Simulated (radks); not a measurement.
The numbers below are computed, except where a source is named.
All-electron atom: the praseodymium ion Pr3+ in [Xe] 4f2.

Level of theory: Dirac Kohn-Sham, PBE, spin-unpolarised, spherical densities, finite nucleus; open shells fill j = l - 1/2 first; Fermi nuclear charge, rms radius 4.8919 fm (a radial shooting solver on a logarithmic mesh with Libxc functionals).

Energy parts (eV):
| part | energy |
|---|---|
| total | -251454.07 |
| kinetic | 270446.85 |
| electron-nucleus | -611902.03 |
| Hartree | 95871.51 |
| exchange-correlation | -5870.39 |

Orbitals (lengths in bohr, moments of r in powers of bohr):
orbital  occ.  eigenvalue (eV)      <r^2>  small-component weight
1s1/2       2        -41804.16  0.0007896                4.78e-02
2s1/2       2        -6747.932    0.01248                1.04e-02
2p1/2       2        -6379.288   0.009132                1.04e-02
2p3/2       4        -5897.103    0.01039                9.80e-03
3s1/2       2        -1480.327    0.08467                3.21e-03
3p1/2       2        -1323.503    0.07962                3.15e-03
3p3/2       4        -1227.987    0.08707                2.97e-03
3d3/2       4        -954.2738    0.07096                2.85e-03
3d5/2       6        -933.6939    0.07306                2.80e-03
4s1/2       2        -318.5926     0.4358                9.96e-04
4p1/2       2        -259.8240     0.4641                9.28e-04
4p3/2       4        -239.1488     0.5047                8.69e-04
4d3/2       4        -142.5512     0.5968                7.21e-04
4d5/2       6        -138.9010     0.6130                7.05e-04
4f5/2       2         -29.9373      1.307                3.83e-04
4f7/2       0         -29.5374      1.333                3.77e-04
5s1/2       2         -65.4842      2.418                2.24e-04
5p1/2       2         -49.1534      2.990                1.83e-04
5p3/2       4         -46.0262      3.264                1.68e-04

The highest occupied level is 4f5/2 at -29.937 eV. The density falls to 0.001 e/bohr^3 at r = 3.43 bohr.
